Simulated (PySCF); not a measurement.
**Structure revision by computed shifts**

A compound C$_{7}$H$_{11}$F$_{3}$ gives the data below (simulated from a calculation) and was assigned the structure `CC(C)=C(C)CC(F)(F)F`.

13C{1H} NMR (computed): δ 156.2 (C), 135.5 (C), 119.5 (CH), 37.3 (CH2), 28.5 (CH2), 27.1 (CH3), 15.9 (CH3).

1H NMR (300 MHz, computed): δ 5.53 (m, 1H), 2.78 (m, 2H), 2.17 (q, 2H), 1.94 (s, 3H), 1.02 (t, 3H).

- PBE0/pcSseg-1 with gauge-including orbitals
- geometry: GFN2-xTB
- run in PySCF
- a single conformation, equivalent nuclei averaged, isolated molecule, relativity neglected

Scale: 1H, 13C vs TMS (reference shieldings calculated alike).

(1) Compare with the shifts computed for the proposed structure, pairing carbons in order of shift.

(2) Which isomer fits?

## Answers

(1) Numbering as in the mapped SMILES `[CH3:1][C:2]([CH3:3])=[C:4]([CH3:5])[CH2:6][C:7]([F:8])([F:9])[F:10]`. Hydrogens are named by the atom that carries them.

| atom | computed for proposal | given list | difference |
| --- | --- | --- | --- |
| C2 | 142.9 | 156.2 | -13.3 |
| C7 | 136.0 | 135.5 | +0.5 |
| C4 | 125.7 | 119.5 | +6.2 |
| C6 | 43.6 | 37.3 | +6.3 |
| C1 | 25.2 | 28.5 | -3.3 |
| C3 | 23.2 | 27.1 | -3.9 |
| C5 | 23.2 | 15.9 | +7.3 |

The rms difference is 6.9 ppm and the largest -13.3 ppm at C2 (fully substituted alkene carbon). The carbon types in order of shift don't match either: C, C, C, CH2, CH3, CH3, CH3 for the proposal against C, C, CH, CH2, CH2, CH3, CH3 in the data. The proposal doesn't fit.

(2) `FC(C/C=C(\CC)C)(F)F`.

- Carbon types of the structure: 2 × C, 1 × CH, 2 × CH2, 2 × CH3, which accounts for all hydrogens.
- δC 156.2: fully substituted alkene carbon; the olefinic region.
- δC 135.5: CF3 carbon; 3 electronegative neighbours deshield it.
- δC 119.5: alkene CH; the olefinic region.
- δH 1.94: hydrogen on an allylic methyl carbon; allylic position.

This is the structure that produced the data.

Splittings by 19F in the carbon and heteronuclear signals aren't shown, as no couplings were computed. Shifts are as computed. Against solution values, carbons near 30 ppm lie about +3 ppm off and those near 130 ppm about +5 ppm. Of 1211 compounds with measured shifts, 218 miss one by over three times the rms of a fit or turn the order of signals round; such compounds aren't used in these exercises. Multiplicities follow the n + 1 count of equivalent neighbours, as no J values were calculated; m marks all less simple cases, F and P coupling included.
